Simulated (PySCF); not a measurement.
C2H5FSi2, SMILES C#C[Si@@H](F)[SiH3].

The structure is a stationary point at B3LYP-D3(BJ)/def2-SVP. The structure was generated by enumeration; whether it is a known compound was not checked.

The numbers are results of TDA-ωB97X/def2-SVPD in PySCF, not measurements.

Vertical excitations. 

Give excitation energies, oscillator strengths and character. (Estimate from the structure and the level; the computed values follow.)


```json
[
 {"state": "S1", "energy (eV)": "5.63", "λ (nm)": "220", "f": "0.005", "main pairs": "HOMO→LUMO 69 %, HOMO−2→LUMO 12 %"},
 {"state": "S2", "energy (eV)": "6.14", "λ (nm)": "202", "f": "0.002", "main pairs": "HOMO−1→LUMO 44 %, HOMO→LUMO+1 29 %, HOMO−2→LUMO+1 11 %"},
 {"state": "S3", "energy (eV)": "6.31", "λ (nm)": "196", "f": "0.005", "main pairs": "HOMO−1→LUMO+1 76 %"},
 {"state": "S4", "energy (eV)": "6.90", "λ (nm)": "180", "f": "0.025", "main pairs": "HOMO−2→LUMO 58 %, HOMO→LUMO 19 %"},
 {"state": "S5", "energy (eV)": "7.52", "λ (nm)": "165", "f": "0.091", "main pairs": "HOMO→LUMO+2 49 %, HOMO→LUMO+1 20 %, HOMO−2→LUMO+1 8 %"},
 {"state": "S6", "energy (eV)": "8.04", "λ (nm)": "154", "f": "0.470", "main pairs": "HOMO→LUMO+1 32 %, HOMO→LUMO+2 26 %, HOMO−2→LUMO+1 19 %, HOMO−1→LUMO 7 %"},
 {"state": "S7", "energy (eV)": "8.10", "λ (nm)": "153", "f": "0.011", "main pairs": "HOMO→LUMO+3 78 %"},
 {"state": "S8", "energy (eV)": "8.37", "λ (nm)": "148", "f": "0.032", "main pairs": "HOMO−5→LUMO 43 %, HOMO−3→LUMO 39 %"},
 {"state": "S9", "energy (eV)": "8.51", "λ (nm)": "146", "f": "0.114", "main pairs": "HOMO→LUMO+4 40 %, HOMO→LUMO+5 13 %, HOMO→LUMO+3 7 %, HOMO→LUMO+6 6 %"},
 {"state": "S10", "energy (eV)": "8.64", "λ (nm)": "143", "f": "0.062", "main pairs": "HOMO−1→LUMO+3 44 %, HOMO−1→LUMO+2 30 %, HOMO−1→LUMO+5 9 %"},
 {"state": "T1", "energy (eV)": "4.88", "λ (nm)": "254", "f": "0", "main pairs": "HOMO−1→LUMO 38 %, HOMO→LUMO+1 18 %, HOMO−2→LUMO+1 9 %"},
 {"state": "T2", "energy (eV)": "5.19", "λ (nm)": "239", "f": "0", "main pairs": "HOMO→LUMO 63 %"},
 {"state": "T3", "energy (eV)": "5.40", "λ (nm)": "230", "f": "0", "main pairs": "HOMO→LUMO+1 36 %, HOMO−1→LUMO 29 %, HOMO−2→LUMO+1 14 %"},
 {"state": "T4", "energy (eV)": "5.91", "λ (nm)": "210", "f": "0", "main pairs": "HOMO−1→LUMO+1 55 %, HOMO→LUMO 16 %"}
]
```
Triplets are in the Tamm–Dancoff approximation.
